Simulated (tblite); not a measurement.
C₂H₄N₃ (SMILES c1n[nH]c[nH+]1), charge +1, singlet, geometry from GFN2-xTB; tblite with GFN1-xTB.

Input for tblite:
```
$ tblite run mol.xyz --method gfn1 --charge 1 --spin 0 --spin-polarized --json tblite.json --no-restart

# file mol.xyz
9

C     -0.72438958    -0.87288884    -0.09129060
N      0.55762667    -1.03705194    -0.15259445
N      1.09045631     0.16973986    -0.01179850
C      0.15167649     1.09037013     0.13747465
N     -1.01674140     0.44847481     0.09012567
H     -1.44403652    -1.66418423    -0.17208821
H      2.10037297     0.28380633    -0.02835101
H      0.29970022     2.14638776     0.27058309
H     -1.93914925     0.86096327     0.17262278
```

Output, abridged:

```
xTB calculator
 | screened Coulomb repulsion
 | Coulomb electrostatics
 |  * isotropic Klopman-Ohno-Mataga-Nishimoto electrostatics
 |  * onsite third-order electrostatics
 | DFT-D3(BJ) dispersion correction
 | Interactions (1)
 | [1] spin polarization

halogen bonding energy    0.0000000000000E+00 Eh
repulsion energy          1.9160129783603E-01 Eh
dispersion energy        -2.6049757343437E-03 Eh
interaction energy        0.0000000000000E+00 Eh
number of electrons       2.6000000000000E+01 e
integral cutoff           1.9731147476801E+01 bohr

------------------------------------------------------------
  cycle        total energy    energy error   density error
------------------------------------------------------------
      1     -15.38757320808  -1.5576570E+01   4.1814344E-01
      2     -15.47747266880  -8.9899461E-02   2.4580997E-01
      3     -15.48083370521  -3.3610364E-03   1.0920349E-01
      4     -15.48624593306  -5.4122278E-03   1.3049936E-02
      5     -15.48656045710  -3.1452404E-04   2.6125683E-03
      6     -15.48656899283  -8.5357226E-06   5.2097278E-04
      7     -15.48656923819  -2.4536667E-07   1.5198960E-04
      8     -15.48656926630  -2.8110268E-08   2.4442696E-05
      9     -15.48656926796  -1.6535395E-09   2.2397666E-06
------------------------------------------------------------

electronic energy        -1.5675565590058E+01 Eh
total energy             -1.5486569267956E+01 Eh

Post processing:
 | Mayer-Wiberg bond orders

[Info] JSON dump of results written to 'tblite.json'
```
